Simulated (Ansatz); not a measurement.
`F[SiH]1N=C1S` + H₂ → `F[SiH]1C=N1` + H₂S at 600 K and 1 bar (hydrogenolysis of a C–S bond).

Calculated with Ansatz (gas phase, PBE0-D4/def2-TZVP geometries, no zero-point term in ΔE). CBS: MP2 limit from def2 TZ/QZ plus the TZ coupled-cluster correction, frozen cores. This one scheme is used for every species. One conformer a species, not always the lowest.

| species | CCSD(T)/CBS energy (Eh) | H − E (kJ/mol) | S (J/(mol·K)) |
| --- | --- | --- | --- |
| `F[SiH]1N=C1S` | -880.61507 | 131.3 | 393.1 |
| H₂ | -1.17544 | 43.9 | 150.8 |
| `F[SiH]1C=N1` | -482.82660 | 119.5 | 338.2 |
| H₂S | -398.97279 | 60.8 | 230.9 |

H − E and S are ideal-gas, rigid-rotor, harmonic terms from PBE0-D4/def2-TZVP, for one conformer and one mirror image of each species. The MP2-based limit puts H₂ 0.8 mEh under its directly extrapolated value; such offsets cancel only in part. 1 Eh = 2625.50 kJ/mol, R = 8.31446 J/(mol·K).

Q: By hand: ΔE, ΔH, ΔS and ΔG.

A: ΔE = (-482.82660) + (-398.97279) − (-880.61507) − (-1.17544) = -0.00888 Eh = -23.3 kJ/mol. Δ(H − E) = 119.5 + 60.8 − 131.3 − 43.9 = 5.1, so ΔH = -18.2 kJ/mol. ΔS = 338.2 + 230.9 − 393.1 − 150.8 = 25.2 J/(mol·K). ΔG = -18.2 − 600 × (25.2)/1000 = -33.3 kJ/mol.

Q: By hand: the equilibrium constant, and the temperature at which ΔG would vanish if ΔH and ΔS stayed fixed.

A: log₁₀ K = −ΔG/(RT ln 10) = 2.9. ΔH and −TΔS have one sign here, so there is no such temperature.

TΔS isn't small against ΔH here. A doubt of 5 kJ/mol in ΔE shifts log₁₀ K by 0.4 here. Other conformers and mirror images would add mixing entropy, several J/(mol·K) or more a flexible species. These are equilibria of isolated gas molecules and say nothing of rates. Largest T1 diagnostic: 0.015 (customary marks: 0.02 for closed shells, 0.045 for open ones).
